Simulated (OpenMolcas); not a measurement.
## Lu: effect of the IPEA shift

| Quantity | Value |
| --- | --- |
| Program | OpenMolcas |
| Basis | ANO-RCC-VDZP [7s6p4d2f1g] |
| Scalar Hamiltonian | DKH2, point nucleus |
| Active space | 3 electrons in 6 orbitals (5d 6s) |
| State averaging | 2S+1 = 2 even, 29 roots; 2S+1 = 4 even, 10 roots kept (CI in the orbitals of an earlier block) |
| Spin-orbit coupling | RASSI with atomic mean-field integrals over the reference wave functions, term energies averaged over their components |

Methods on the same reference wave functions:
A. CASSCF
B. MS-CASPT2, IPEA 0.25 Eh, imaginary shift 0.1 Eh (closed shells correlated: 5s 5p)
C. MS-CASPT2, IPEA 0.5 Eh, imaginary shift 0.1 Eh (closed shells correlated: 5s 5p)

Energies in cm-1 above 5d 6s2 2D 3/2, the measured ground level; measured values from NIST Handbook of Basic Atomic Spectroscopic Data.

| Level | A | B | C | Measured |
| --- | --- | --- | --- | --- |
| 5d 6s2 2D 3/2 | 0.0 | 0.0 | 0.0 | 0.0 |
| 5d 6s2 2D 5/2 | 1896 | 1948 | 1948 | 1994 |
| 5d2 6s 4F 3/2 | 14649 | 19330 | 19300 | 18851 |
| 5d2 6s 4F 5/2 | 15346 | 20030 | 20000 | 19403 |
| 5d2 6s 4F 7/2 | 16327 | 21050 | 21020 | 20247 |
| 5d2 6s 4F 9/2 | 17524 | 22250 | 22220 | 21242 |
| 5d2 6s 4P 1/2 | 22185 | 25600 | 25880 | 21472 |
| 5d2 6s 4P 3/2 | 22535 | 25920 | 26180 | 22468 |
| 5d2 6s 4P 5/2 [67 %] | 22899 | 26030 | 26200 |  |
| 5d2 6s 2D 3/2 | 26147 | 28040 | 27970 | 24518 |
| 5d2 6s 2P 1/2 | 29529 | 31210 | 32040 | 28793 |

Deviations, from unrounded energies. A percentage is the sum of absolute deviations over the sum of measured energies, with the sign that they share, or ± where signs differ.

```tsv
Against measurement	Levels	A	B	C
mean absolute deviation (cm-1)	9	2100	1800	2000
fine structure of the ground term (%)	1	-4.9	-2.3	-2.3
other configurations (%)	8	±10.8	+9.3	+9.9
```

B lies closest to measurement on these levels and A furthest from it. The largest miss of B in the table is 5d2 6s 4P 1/2, by +4100 cm-1. The ranking rests on the paired levels alone, and a cruder setting can come out closer through cancelling errors.

Between B and C the level of the table that moves most is 5d2 6s 2P 1/2, by 830 cm-1 (lowest in B, highest in C). Moves below CASPT2's spread within the term are not significant.

The mean deviations of B to C differ by less than CASPT2's widest spread within a term (630 cm-1), so their order carries little weight.

The lowest spin-free term lies below A's lowest term by 0.173 hartree in B, 0.170 hartree in C.

CASPT2 does not keep the components of a term degenerate, so their means are used; among the terms shown or strongly mixed into the levels shown the widest spread is 630 cm-1 (5d2 6s 2D, B). Terms from blocks run as CI alone lack orbitals of their own. A single d shell beside an s shell can misplace configurations of different d count against each other. Without dynamic correlation excited terms often stand tens of per cent too high (terms of higher spin than the ground term too low), and those without a measured partner can miss by more than the paired ones (holds for A). Computed and measured levels are paired by configuration, term and J; levels that our copy of the source lacks, or whose pairing is in doubt (as where it misses far off the trend of its configuration), stay unpaired and out of the deviations. Levels of configurations outside the active space are missing. The table leaves out levels that lie high or whose names do not pair safely across all columns.

A share in square brackets marks a mixed level and gives the weight of the term that names it, the lowest over the columns.
